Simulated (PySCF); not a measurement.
Vertical excitation energies

C6H12S.
Bonds: C1–S2, S2–C3, C3–C4, C4–C5, C5–C6, C6–C7, C4–C7. Hydrogens: H8, H9, H10 on C1; H11, H12 on C3; H13 on C4; H14, H15 on C5; H16, H17 on C6; H18, H19 on C7.

Computed with PySCF, TDDFT PBE0/def2-SVPD, vertical, gas phase, core orbitals frozen in the response. Geometry: GFN2-xTB, one conformer, isolated molecule.

Problem. List the vertical singlet excitations with oscillator strengths and describe the spectrum.

Solution. 

| state | E (eV) | E (kJ/mol) | λ (nm) | f | main configurations (H = HOMO, L = LUMO) |
| --- | --- | --- | --- | --- | --- |
| S1 | 5.42 | 523 | 228.6 | 0.0003 | H→L (71%), H→L+1 (20%) |
| S2 | 5.87 | 566 | 211.3 | 0.013 | H→L+1 (56%), H→L (22%), H→L+3 (16%) |
| S3 | 6.11 | 589 | 203.0 | 0.026 | H→L+2 (85%) |
| S4 | 6.43 | 621 | 192.8 | 0.016 | H→L+3 (70%), H→L+1 (14%), H→L+2 (8%) |
| S5 | 6.64 | 640 | 186.8 | 0.012 | H→L+4 (86%) |
| S6 | 7.06 | 681 | 175.7 | 0.0031 | H→L+6 (53%), H→L+8 (22%), H→L+5 (18%) |

Triplets, Tamm–Dancoff:

```json
{"state": "T1", "E (eV)": "5.00", "λ (nm)": "247.9", "main configurations (H = HOMO, L = LUMO)": "H→L (55%), H→L+1 (24%)"}
{"state": "T2", "E (eV)": "5.64", "λ (nm)": "219.9", "main configurations (H = HOMO, L = LUMO)": "H→L+2 (46%), H→L (13%), H→L+1 (13%)"}
```

The lowest singlet comes at 229 nm (523 kJ/mol) in the ultraviolet; it is dark (f under 0.0005); its leading configuration is HOMO→LUMO (71%). The most intense listed level is S3 at 6.11 eV (203 nm, f = 0.026), 0.69 eV above S1. Löwdin shares by element: HOMO sulfur 69%, carbon 18% or more; LUMO sulfur 36%, hydrogen 16% or more, carbon 14% or more (atoms not listed hold the other 34%). The listed states span 1.63 eV, and the widest gap between neighbours is 0.45 eV (S1 to S2). Weighted by f, the mean energy of these states is 6.26 eV. Of the 6 states listed, 4 reach f = 0.01 and 1 stays under 0.0005. Only the lowest 6 singlets were computed, as vertical energies without vibronic structure.

On an Intel Xeon Platinum 8488C with one thread, no GPU, on a shared host, this took 48 s (grids of density and orbitals included) and 1.0 GiB of memory at its peak.
